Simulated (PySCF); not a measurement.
## Calculated data, B2GeH6N, B2GeH7N, B2GeH5O, CH7B2Ge

Computed with PySCF 2.14.0. Calculation on a computer-drawn molecule: the log of a Hartree-Fock and frozen-core CCSD(T) single point meant for a local Hartree-Fock minimum, with one planted fault or none, to be diagnosed. Offsets are logged minus clean, where the clean run is the same molecule without the fault. The reference is restricted for singlets and unrestricted otherwise, and also for a bond in bohr or an excited solution. Adding or removing an electron swaps singlet and doublet. The excited solution moves the top pair (singlet) or top alpha electron (doublet) to the lowest empty orbital. Highest occupied and lowest empty are orbital energies over both spins, largest force is the largest gradient component, triples share is (T) over the correlation energy, the T1 limit is 0.02 restricted and 0.045 unrestricted, electrons count all cores, a negative frequency is imaginary (commonest isotopes), and the dipole is about the centre of nuclear charge; on germanium a core potential holds 10 electrons, which the energies leave out, and 3d is frozen in MP2 and coupled-cluster steps.

Common to all runs: meant basis cc-pVDZ; meant basis and core potential on germanium cc-pVDZ-PP ECP10MDF; logged SCF converged yes; possible faults no fault, one electron removed, one electron added, multiplicity raised by two, geometry at a saddle point, SCF held on an excited solution, minimal basis STO-3G, one bond length entered in bohr, all coordinates scaled.

(1) 
```xyz
10
formula=B2GeH6N meant_charge=1 meant_multiplicity=1 logged_electrons=54 logged_basis_functions=95 logged_spin_squared=0 logged_highest_occupied=-15.61 logged_lowest_empty=-5.0941 logged_largest_force=4.304e-05 logged_lowest_frequency=-238.99 logged_T1_diagnostic=0.014391 logged_D1_diagnostic=0.054091 logged_triples_share=0.027802 logged_CC_converged=yes logged_dipole_magnitude=3.2447 logged_SCF_stable_within_its_kind=yes logged_energy_HF=-400.41816 logged_energy_CCSD(T)=-400.88706 planted_fault=geometry_at_a_saddle_point HF_energy_offset_from_clean_run=4.753 CCSD(T)_energy_offset_from_clean_run=5.156
B     -2.2435    -0.1807     0.0000
B     -0.6232     0.4709     0.0000
N      0.5297    -0.4299     0.0000
Ge     2.1945     0.1058     0.0000
H     -3.1987     0.5350     0.0000
H     -2.4144    -1.3688     0.0000
H     -0.3338     1.6355     0.0000
H      0.3548    -1.4225     0.0000
H      3.2868    -0.9337     0.0000
H      2.4478     1.5884     0.0000
```

Units: logged_highest_occupied, logged_lowest_empty in eV; logged_largest_force in hartree/bohr; logged_lowest_frequency in cm⁻¹; logged_dipole_magnitude in debye; logged_energy_HF, logged_energy_CCSD(T) in hartree; HF_energy_offset_from_clean_run, CCSD(T)_energy_offset_from_clean_run in kcal/mol.

Drawn bonds:
| atom | other atom | order |
| --- | --- | --- |
| 1 | 2 | 1 |
| 2 | 3 | 1 |
| 3 | 4 | 1 |
| 1 | 5 | 1 |
| 1 | 6 | 1 |
| 2 | 7 | 1 |
| 3 | 8 | 1 |
| 4 | 9 | 1 |
| 4 | 10 | 1 |

(2) 
```xyz
10
formula=B2GeH6N meant_charge=1 meant_multiplicity=1 logged_electrons=53 logged_basis_functions=95 logged_spin_squared=0.7611 logged_highest_occupied=-23.4 logged_lowest_empty=-12.704 logged_largest_force=0.10328 logged_T1_diagnostic=0.017987 logged_D1_diagnostic=0.067219 logged_triples_share=0.029094 logged_CC_converged=yes logged_dipole_magnitude=6.9089 logged_SCF_stable_within_its_kind=yes logged_energy_HF=-399.90514 logged_energy_CCSD(T)=-400.34812 planted_fault=one_electron_removed HF_energy_offset_from_clean_run=326.7 CCSD(T)_energy_offset_from_clean_run=343.3
B     -0.8865    -0.7041     2.0821
B     -1.6739    -0.7672     0.5777
N     -2.2839     0.3883    -0.0893
Ge    -3.0901     0.3017    -1.6367
H      0.2919    -0.5020     2.1479
H     -1.4923    -0.8917     3.0978
H     -1.7732    -1.7971    -0.0338
H     -2.2428     1.2889     0.3592
H     -3.6766     1.5648    -2.2148
H     -3.1540    -1.0413    -2.3110
```

Units: logged_highest_occupied, logged_lowest_empty in eV; logged_largest_force in hartree/bohr; logged_dipole_magnitude in debye; logged_energy_HF, logged_energy_CCSD(T) in hartree; HF_energy_offset_from_clean_run, CCSD(T)_energy_offset_from_clean_run in kcal/mol.

Drawn bonds:
| atom | other atom | order |
| --- | --- | --- |
| 1 | 2 | 1 |
| 2 | 3 | 1 |
| 3 | 4 | 1 |
| 1 | 5 | 1 |
| 1 | 6 | 1 |
| 2 | 7 | 1 |
| 3 | 8 | 1 |
| 4 | 9 | 1 |
| 4 | 10 | 1 |

(3) 
```xyz
11
formula=B2GeH7N meant_charge=0 meant_multiplicity=1 logged_electrons=56 logged_basis_functions=100 logged_spin_squared=0 logged_highest_occupied=-4.8687 logged_lowest_empty=-3.3714 logged_largest_force=0.13215 logged_CC_converged=no logged_dipole_magnitude=5.8929 logged_SCF_stable_within_its_kind=no logged_energy_HF=-400.83712 planted_fault=SCF_held_on_an_excited_solution HF_energy_offset_from_clean_run=274.6
B      1.6344     0.7433    -0.0770
B      0.3558    -0.3296    -0.4319
N     -0.9581    -0.2276     0.0602
Ge    -2.3863    -1.3588    -0.2908
H      1.8728     1.7037    -0.7651
H      2.3865     0.5595     0.8469
H      0.5979    -1.2600    -1.1711
H     -1.1682     0.5390     0.6723
H     -1.8840    -2.4487    -1.2293
H     -2.8945    -1.9573     1.0250
H     -3.5212    -0.5569    -0.9367
```

Units: logged_highest_occupied, logged_lowest_empty in eV; logged_largest_force in hartree/bohr; logged_dipole_magnitude in debye; logged_energy_HF in hartree; HF_energy_offset_from_clean_run in kcal/mol.

Drawn bonds:
| atom | other atom | order |
| --- | --- | --- |
| 1 | 2 | 1 |
| 2 | 3 | 1 |
| 3 | 4 | 1 |
| 1 | 5 | 1 |
| 1 | 6 | 1 |
| 2 | 7 | 1 |
| 3 | 8 | 1 |
| 4 | 9 | 1 |
| 4 | 10 | 1 |
| 4 | 11 | 1 |

Notes: CCSD not converged.

(4) 
```xyz
9
formula=B2GeH5O meant_charge=0 meant_multiplicity=2 logged_electrons=55 logged_basis_functions=90 logged_spin_squared=0.7681 logged_highest_occupied=-7.4255 logged_lowest_empty=1.1942 logged_largest_force=5.233e-05 logged_lowest_frequency=-1158.1 logged_T1_diagnostic=0.019214 logged_D1_diagnostic=0.087407 logged_triples_share=0.02655 logged_CC_converged=yes logged_dipole_magnitude=2.0856 logged_SCF_stable_within_its_kind=yes logged_energy_HF=-420.47425 logged_energy_CCSD(T)=-420.96568 planted_fault=geometry_at_a_saddle_point HF_energy_offset_from_clean_run=20.18 CCSD(T)_energy_offset_from_clean_run=17.44
B     -2.1570    -0.3133     0.0000
B     -0.5391     0.3496     0.0000
O      0.5148    -0.4923     0.0000
Ge     2.2581    -0.0739     0.0000
H     -3.1368     0.3871     0.0000
H     -2.3412    -1.5025     0.0000
H     -0.3226     1.5465     0.0000
H      3.1313    -1.2913     0.0000
H      2.5925     1.3901     0.0000
```

Units: logged_highest_occupied, logged_lowest_empty in eV; logged_largest_force in hartree/bohr; logged_lowest_frequency in cm⁻¹; logged_dipole_magnitude in debye; logged_energy_HF, logged_energy_CCSD(T) in hartree; HF_energy_offset_from_clean_run, CCSD(T)_energy_offset_from_clean_run in kcal/mol.

Drawn bonds:
| atom | other atom | order |
| --- | --- | --- |
| 1 | 2 | 1 |
| 2 | 3 | 1 |
| 3 | 4 | 1 |
| 1 | 5 | 1 |
| 1 | 6 | 1 |
| 2 | 7 | 1 |
| 4 | 8 | 1 |
| 4 | 9 | 1 |

(5) 
```xyz
11
formula=CH7B2Ge meant_charge=0 meant_multiplicity=2 logged_electrons=56 logged_basis_functions=100 logged_spin_squared=0 logged_highest_occupied=-0.87239 logged_lowest_empty=6.2764 logged_largest_force=0.040043 logged_T1_diagnostic=0.024166 logged_D1_diagnostic=0.10124 logged_triples_share=0.035337 logged_CC_converged=yes logged_dipole_magnitude=1.7007 logged_SCF_stable_within_its_kind=yes logged_energy_HF=-384.63942 logged_energy_CCSD(T)=-385.14853 planted_fault=one_electron_added HF_energy_offset_from_clean_run=-1.735 CCSD(T)_energy_offset_from_clean_run=-28.78
B     -0.8484    -0.6915    -1.5595
C     -0.4258     0.3734    -0.4806
B     -1.6738     1.2435    -0.0573
Ge    -2.4700     1.2180     1.8102
H     -1.1796    -0.3351    -2.6583
H     -0.8701    -1.8660    -1.3076
H      0.1043    -0.0639     0.3663
H      0.2324     1.0902    -0.9974
H     -2.2449     1.9114    -0.8748
H     -1.7269     0.6214     3.0067
H     -3.5056     2.2429     2.2704
```

Units: logged_highest_occupied, logged_lowest_empty in eV; logged_largest_force in hartree/bohr; logged_dipole_magnitude in debye; logged_energy_HF, logged_energy_CCSD(T) in hartree; HF_energy_offset_from_clean_run, CCSD(T)_energy_offset_from_clean_run in kcal/mol.

Drawn bonds:
| atom | other atom | order |
| --- | --- | --- |
| 1 | 2 | 1 |
| 2 | 3 | 1 |
| 3 | 4 | 1 |
| 1 | 5 | 1 |
| 1 | 6 | 1 |
| 2 | 7 | 1 |
| 2 | 8 | 1 |
| 3 | 9 | 1 |
| 4 | 10 | 1 |
| 4 | 11 | 1 |

Notes: T1 above single-reference limit.

(6) 
```xyz
11
formula=CH7B2Ge meant_charge=0 meant_multiplicity=2 logged_electrons=55 logged_basis_functions=100 logged_spin_squared=0.7572 logged_highest_occupied=-8.4222 logged_lowest_empty=1.4486 logged_largest_force=6.451e-06 logged_lowest_frequency=44.65 logged_T1_diagnostic=0.014129 logged_D1_diagnostic=0.040093 logged_triples_share=0.028023 logged_CC_converged=yes logged_dipole_magnitude=1.0941 logged_SCF_stable_within_its_kind=yes logged_energy_HF=-384.60144 logged_energy_CCSD(T)=-385.06049 planted_fault=no_fault HF_energy_offset_from_clean_run=0 CCSD(T)_energy_offset_from_clean_run=0
B     -2.5122    -2.0572    -0.2055
C     -2.0192    -0.5919     0.0752
B     -0.4623    -0.5170    -0.0602
Ge     0.8797     0.8955    -0.7814
H     -2.9996    -2.3544    -1.2630
H     -2.3708    -2.9118     0.6250
H     -2.1336    -0.3784     1.1533
H     -2.5298     0.1882    -0.4967
H      0.2171     2.1754    -1.3227
H      1.7007     0.2717    -1.9181
H      1.8471     1.3009     0.3381
```

Units: logged_highest_occupied, logged_lowest_empty in eV; logged_largest_force in hartree/bohr; logged_lowest_frequency in cm⁻¹; logged_dipole_magnitude in debye; logged_energy_HF, logged_energy_CCSD(T) in hartree; HF_energy_offset_from_clean_run, CCSD(T)_energy_offset_from_clean_run in kcal/mol.

Drawn bonds:
| atom | other atom | order |
| --- | --- | --- |
| 1 | 2 | 1 |
| 2 | 3 | 1 |
| 3 | 4 | 1 |
| 1 | 5 | 1 |
| 1 | 6 | 1 |
| 2 | 7 | 1 |
| 2 | 8 | 1 |
| 4 | 9 | 1 |
| 4 | 10 | 1 |
| 4 | 11 | 1 |

(7) 
```xyz
11
formula=CH7B2Ge meant_charge=0 meant_multiplicity=2 logged_electrons=55 logged_basis_functions=100 logged_spin_squared=0.757 logged_highest_occupied=-8.2984 logged_lowest_empty=1.5879 logged_largest_force=0.034711 logged_T1_diagnostic=0.014243 logged_D1_diagnostic=0.043895 logged_triples_share=0.027082 logged_CC_converged=yes logged_dipole_magnitude=1.164 logged_SCF_stable_within_its_kind=yes logged_energy_HF=-384.58436 logged_energy_CCSD(T)=-385.0398 planted_fault=all_coordinates_scaled,by_-4.2_% HF_energy_offset_from_clean_run=10.72 CCSD(T)_energy_offset_from_clean_run=12.99
B     -2.4067    -1.9708    -0.1969
C     -1.9344    -0.5670     0.0721
B     -0.4429    -0.4953    -0.0576
Ge     0.8428     0.8579    -0.7486
H     -2.8736    -2.2555    -1.2100
H     -2.2712    -2.7895     0.5988
H     -2.0440    -0.3625     1.1049
H     -2.4235     0.1803    -0.4758
H      0.2079     2.0841    -1.2671
H      1.6293     0.2603    -1.8375
H      1.7695     1.2463     0.3239
```

Units: logged_highest_occupied, logged_lowest_empty in eV; logged_largest_force in hartree/bohr; logged_dipole_magnitude in debye; logged_energy_HF, logged_energy_CCSD(T) in hartree; HF_energy_offset_from_clean_run, CCSD(T)_energy_offset_from_clean_run in kcal/mol.

Drawn bonds:
| atom | other atom | order |
| --- | --- | --- |
| 1 | 2 | 1 |
| 2 | 3 | 1 |
| 3 | 4 | 1 |
| 1 | 5 | 1 |
| 1 | 6 | 1 |
| 2 | 7 | 1 |
| 2 | 8 | 1 |
| 4 | 9 | 1 |
| 4 | 10 | 1 |
| 4 | 11 | 1 |

(8) 
```xyz
11
formula=CH7B2Ge meant_charge=0 meant_multiplicity=2 logged_electrons=55 logged_basis_functions=100 logged_spin_squared=1.6249 logged_highest_occupied=-8.4433 logged_lowest_empty=0.52437 logged_largest_force=0.0060363 logged_T1_diagnostic=0.03922 logged_D1_diagnostic=0.17624 logged_triples_share=0.034701 logged_CC_converged=yes logged_dipole_magnitude=1.1203 logged_SCF_stable_within_its_kind=yes logged_energy_HF=-384.50186 logged_energy_CCSD(T)=-384.94806 planted_fault=one_bond_length_entered_in_bohr,row_9_of_the_drawn_bonds HF_energy_offset_from_clean_run=62.49 CCSD(T)_energy_offset_from_clean_run=70.55
B     -2.5122    -2.0572    -0.2055
C     -2.0192    -0.5919     0.0752
B     -0.4623    -0.5170    -0.0602
Ge     0.8797     0.8955    -0.7814
H     -2.9996    -2.3544    -1.2630
H     -2.3708    -2.9118     0.6250
H     -2.1336    -0.3784     1.1533
H     -2.5298     0.1882    -0.4967
H      0.2171     2.1754    -1.3227
H      2.4312    -0.2834    -2.9294
H      1.8471     1.3009     0.3381
```

Units: logged_highest_occupied, logged_lowest_empty in eV; logged_largest_force in hartree/bohr; logged_dipole_magnitude in debye; logged_energy_HF, logged_energy_CCSD(T) in hartree; HF_energy_offset_from_clean_run, CCSD(T)_energy_offset_from_clean_run in kcal/mol.

Drawn bonds:
| atom | other atom | order |
| --- | --- | --- |
| 1 | 2 | 1 |
| 2 | 3 | 1 |
| 3 | 4 | 1 |
| 1 | 5 | 1 |
| 1 | 6 | 1 |
| 2 | 7 | 1 |
| 2 | 8 | 1 |
| 4 | 9 | 1 |
| 4 | 10 | 1 |
| 4 | 11 | 1 |
